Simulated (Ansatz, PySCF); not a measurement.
Energy difference 0.25 R1 + 0.75 R2 → P1, each structure at its B3LYP-D3(BJ)/def2-TZVP stationary point, reached from a drawn start (curvature not checked).
P1, CH3F (SMILES CF) (charge 0, multiplicity 1):
```xyz
5

C     -0.06551     0.00984     0.00683
F      1.30106    -0.19540    -0.13594
H     -0.33697    -0.14193     1.05235
H     -0.30197     1.03025    -0.29764
H     -0.59651    -0.70276    -0.62569
```
R1, CF4 (SMILES FC(F)(F)F) (charge 0, multiplicity 1):
```xyz
5

F     -0.037    -1.040    -0.822
C      0.000     0.000     0.000
F     -0.140     1.119    -0.697
F     -0.986    -0.098     0.881
F      1.163     0.019     0.637
```
R2: CH4 (SMILES C), charge 0, multiplicity 1.

P less R. No zero-point or thermal terms.

Cores are frozen in the correlated methods.

Run with Ansatz (a quantum-chemistry and plane-wave program); PySCF for the D3/D4 terms. No computed number here is a measurement.

PBE/def2-TZVPP gives 12.26 kcal/mol for the reaction energy.

Problem. How do the other levels lie against it? Give each less PBE: PBE-D3(BJ)/def2-TZVPP, r2SCAN/def2-TZVPP, B3LYP/def2-TZVPP, wB97M-V/def2-TZVPP, B2PLYP/def2-TZVPP, MP2/cc-pVQZ, CCSD(T)/cc-pVQZ.

Solution. PBE-D3(BJ)/def2-TZVPP 0.03; r2SCAN/def2-TZVPP 1.30; B3LYP/def2-TZVPP -1.05; wB97M-V/def2-TZVPP 0.42; B2PLYP/def2-TZVPP -0.48; MP2/cc-pVQZ 0.39; CCSD(T)/cc-pVQZ 0.06 kcal/mol. 5 of 7 lie above PBE; the widest gap is to r2SCAN/def2-TZVPP.
